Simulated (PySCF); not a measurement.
CH3ClF2Ge, SMILES [CH3][Ge]([F])([F])[Cl]. Atoms are numbered in the order given.

```xyz
8

C     -1.6170     1.2634     0.0000
Ge     0.0332     0.2567     0.0000
F      1.0247     0.6541     1.3790
F      1.0247     0.6541    -1.3790
Cl    -0.2370    -1.8777     0.0000
H     -2.1981     1.0042     0.9046
H     -2.1981     1.0042    -0.9046
H     -1.3790     2.3439     0.0000
```

The structure is a stationary point at PBE-D3(BJ)/def2-SVP. The structure was generated by enumeration, and PubChem lists no compound with its InChIKey, so it may never have been made.

Calculation: PBE-D3(BJ)/def2-SVP (PySCF).

Frequencies are harmonic and unscaled.

Problem. Give all harmonic wavenumbers and intensities. (The exact figures need the calculation; the answer reports its results.)

Solution. 
```csv
mode,ν (cm⁻¹),IR (km/mol),moving atoms (share of kinetic energy)
1,55,0.0,H 99 %
2,139,0.3,"C 36 %, Cl 24 %, H 21 %, F 12 %"
3,160,0.3,"F 64 %, C 16 %, Cl 10 %, H 10 %"
4,182,4.2,"F 32 %, Ge 27 %, Cl 17 %, C 13 %, H 12 %"
5,222,19.9,"F 63 %, Ge 14 %, Cl 14 %"
6,238,27.5,"F 70 %, Ge 21 %"
7,424,54.5,"Cl 66 %, Ge 27 %"
8,605,24.4,"C 59 %, H 17 %, Ge 15 %, F 9 %"
9,702,64.8,"F 74 %, Ge 20 %"
10,715,56.1,"F 74 %, Ge 22 %"
11,787,48.2,"H 78 %, C 19 %"
12,790,38.5,"H 76 %, C 19 %"
13,1206,8.3,"H 80 %, C 20 %"
14,1372,7.3,H 96 %
15,1375,4.1,H 96 %
16,3001,0.3,H 98 %
17,3120,0.5,"H 90 %, C 10 %"
18,3121,0.4,"H 90 %, C 10 %"
```
